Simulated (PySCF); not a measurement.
# One molecule, several mistakes: BCFH3Si cation

All numbers below are calculated, not measured. They come from PySCF 2.14.0, an open-source quantum chemistry program, on an isolated molecule that a program drew, which may never have been made. The molecule is BCFH3Si cation (charge +1, singlet), drawn as the SMILES string `[BH+]C=[SiH]F`.

Each row is a Hartree-Fock (HF) and frozen-core CCSD(T) single point in the cc-pV(D+d)Z basis, meant for a local HF minimum. Run 1 is clean. Each other run has one planted mistake out of seven kinds, and not every kind appears here: one electron removed, one electron added, multiplicity raised by two, geometry at a saddle point, minimal basis STO-3G, one bond length entered in bohr, all coordinates scaled. The reference is restricted for singlets and unrestricted otherwise, and also for a bond in bohr. Adding or removing an electron swaps singlet and doublet. Electrons count all cores. HOMO and LUMO are orbital energies over both spins, the gradient is its largest component, and the lowest frequency (negative if imaginary) is given only where the gradient is small. Bond lengths are over the 6 bonds as drawn. T1 is the CCSD diagnostic: over 0.02 (restricted) or 0.045 (unrestricted) a single reference is doubtful.

Geometry of the clean run:
```xyz
7
BCFH3Si cation, angstrom
B    -0.2225   -1.0884   -1.7443
C     0.2594    0.0947   -2.3526
Si    0.0590    1.6626   -1.6513
F    -0.6915    1.7792   -0.2778
H    -0.6286   -2.0576   -1.2250
H     0.7818    0.0246   -3.3071
H     0.5052    2.9410   -2.1752
```

```
run,electrons,basis functions,<S^2>,HOMO (eV),LUMO (eV),gradient (hartree/bohr),lowest frequency (cm^-1),mean bond (Å),longest bond (Å),T1,HF (hartree),CCSD(T) (hartree),mistake
1,36,80,0.000,-16.09,-4.48,2.0e-05,143,1.4047,1.729,0.0153,-452.41941,-452.92632,no fault
2,35,80,0.755,-26.02,-13.67,9.2e-02,-,1.4047,1.729,0.0166,-451.87881,-452.33922,one electron removed
3,36,80,2.019,-12.11,-6.94,8.0e-02,-,1.4047,1.729,0.0158,-452.29972,-452.77890,multiplicity raised by two
4,36,80,0.000,-16.79,-4.21,8.7e-02,-,1.3204,1.626,0.0135,-452.38639,-452.88376,?
5,36,80,0.699,-15.81,-5.57,2.5e-02,-,1.5664,2.060,0.0606,-452.28398,-452.79091,?
```

**Which mistake was planted in run 4, and what did it cost?**

The mean and the longest bond both change by the same factor, 0.940, and the gradient is no longer small. So the mistake is: all coordinates scaled. Subtracting run 1 and multiplying by 627.51 kcal/mol a hartree, the energy moved by 20.7 kcal/mol in HF and 26.7 kcal/mol in CCSD(T).

**Which mistake was planted in run 5, and what did it cost?**

The mean bond changes by a factor of 1.115 and the longest by 1.191, so the molecule wasn't scaled as a whole. A length L in bohr read as angstrom grows by (1/0.5292 - 1) L = 0.890 L. The 6 bonds together grew by 6 x 0.1617 = 0.970 Å, which gives L = 1.090 Å. That is bond C2-H6, 1.090 Å in the clean geometry. So the mistake is: one bond length entered in bohr. Subtracting run 1 and multiplying by 627.51 kcal/mol a hartree, the energy moved by 85.0 kcal/mol in HF and 85.0 kcal/mol in CCSD(T).

Cautions from the logs. Run 5: T1 is over the limit, so its CCSD(T) energy is less reliable.
